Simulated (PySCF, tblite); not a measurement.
Computed geometry: GFN2-xTB, gas phase. One conformer each, none proved a minimum here. Atom numbers follow the mapped SMILES.

Question: Rank these C–C bonds from shortest to longest.
A. C1–C2 in `[CH3:1]/[CH:2]=[C:3]1[CH:4]=[C:5]\1[CH3:6]`
B. C2–C4 in `[CH3:1][C:2](=[O:3])[c:4]1[n:5][n:6][c:7]([CH3:8])[o:9]1` with C1–C2–C4–N5 0°
C. C1–C2 in `[CH2:1]=[CH:2]/[C:3]([CH3:4])=[CH:5]/[CH3:6]` with C1–C2–C3–C4 0°
D. C8–C9 in `[CH3:1][CH2:2][CH2:3][N:4]1[NH:5][CH2:6][CH2:7][C@H:8]1[CH3:9]` with C1–C2–C3–N4 -65°, C2–C3–N4–N5 -67°, C3–N4–N5–C6 -102°, N4–N5–C6–C7 -36°, N5–C6–C7–C8 33°, C6–C7–C8–C9 -139°

Answer: C (1.329 Å), B (1.479 Å), A (1.501 Å), D (1.525 Å).

- 1.329 Å: drawn double, terminal =CH2 carbon to alkene CH carbon
- 1.479 Å: drawn single, ketone carbonyl carbon to substituted aromatic carbon
- 1.501 Å: drawn single, allylic carbon to alkene CH carbon
- 1.525 Å: drawn single, sp3 carbon bound to nitrogen to methyl carbon

Question: Order these C–C–C angles, narrowest first.
A. C1–C2–C3 in `[CH2:1]=[CH:2]/[C:3]([CH3:4])=[CH:5]/[CH3:6]` with C1–C2–C3–C4 0°
B. C1–C2–C3 in `[CH3:1]/[CH:2]=[C:3]1[CH:4]=[C:5]\1[CH3:6]`
C. C7–C8–C9 in `[CH3:1][CH2:2][CH2:3][N:4]1[NH:5][CH2:6][CH2:7][C@H:8]1[CH3:9]` with C1–C2–C3–N4 -65°, C2–C3–N4–N5 -67°, C3–N4–N5–C6 -102°, N4–N5–C6–C7 -36°, N5–C6–C7–C8 33°, C6–C7–C8–C9 -139°

Answer: C (113.1°), B (123.6°), A (126.3°).
